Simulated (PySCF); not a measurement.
## Removing an electron from 1-fluorobicyclo[2.2.1]heptane

Species: 1-fluorobicyclo[2.2.1]heptane, C7H11F.
Geometry (PBE0-D3(BJ)/def2-SVP, Å), atoms numbered from 1 in this order:
```
atom  x, y, z in Å
F1     0.0102    0.8694   -2.3115
C2     0.0238    0.3987   -1.0271
C3    -1.2932    0.6477   -0.2900
C4    -1.2111   -0.3561    0.8851
C5     0.1452   -1.0509    0.6602
C6     1.2702   -0.0459    0.9726
C7     1.1852    0.9573   -0.2030
C8     0.2068   -1.1124   -0.8687
H9    -2.1307    0.4278   -0.9690
H10   -1.3909    1.6959    0.0290
H11   -2.0324   -1.0872    0.8405
H12   -1.2655    0.1297    1.8709
H13    0.2462   -2.0069    1.1921
H14    1.1337    0.4303    1.9551
H15    2.2470   -0.5522    0.9926
H16    2.0960    0.9550   -0.8205
H17    1.0005    1.9947    0.1124
H18    1.1708   -1.4667   -1.2646
H19   -0.6108   -1.6888   -1.3277
```

Level: CAM-B3LYP/def2-SVPD (PySCF). Frontier orbitals with their largest atomic shares (Löwdin; up to four atoms above 4 %):

| orbital | ε (eV) | main atoms |
| --- | --- | --- |
| HOMO−3 | -10.75 | F1 17 %, C4 12 %, C6 12 %, C3 11 % |
| HOMO−2 | -10.73 | C5 23 %, C6 14 %, C4 14 %, H13 9 % |
| HOMO−1 | -9.89 | C8 22 %, F1 18 %, C2 15 %, C5 10 % |
| HOMO | -9.74 | ? |
| LUMO | 1.25 | C4 9 %, C6 9 %, C8 7 %, H13 7 % |
| LUMO+1 | 1.86 | F1 12 %, H13 9 %, C7 7 %, C3 7 % |
| LUMO+2 | 2.09 | H11 12 %, H15 12 %, C6 10 %, C4 10 % |

Q: What vertical ionisation energy does ΔSCF give, and how far is −ε(HOMO) from it?

A: ΔSCF: 10.49 eV (1012 kJ/mol; threshold wavelength 118 nm); ⟨S²⟩ of the doublet left behind is 0.754, against 0.75 for a pure doublet. −ε(HOMO) is 9.74 eV, 0.75 eV below it. For the exact functional −ε(HOMO) would equal the first vertical ionisation energy; CAM-B3LYP (range-separated hybrid) falls short of its own ΔSCF value by 7 %.

Q: On which atoms does the HOMO lie?

A: C2 (sp3 C–F carbon) 14 %, C7 (ring CH2 carbon) 13 %, C3 (ring CH2 carbon) 13 %, C6 (ring CH2 carbon) 10 %, so no atom holds as much as 40 %. The HOMO−1 lies 0.15 eV lower.

Q: What total energies stand behind the ΔSCF value?

A: E(N) = -372.77651 Eh and E(N − 1) = -372.39095 Eh at the same geometry, 0.38556 Eh apart.

Q: Shift the occupied levels rigidly so that −ε(HOMO) equals the ΔSCF value. What binding energies result?

A: The shift is +0.75 eV: HOMO 10.49, HOMO−1 10.64, HOMO−2 11.48, HOMO−3 11.50 eV. A rigid shift is only a rough guide to the deeper ionisations.

Isolated species at its PBE0-D3(BJ)/def2-SVP geometry, gas phase.
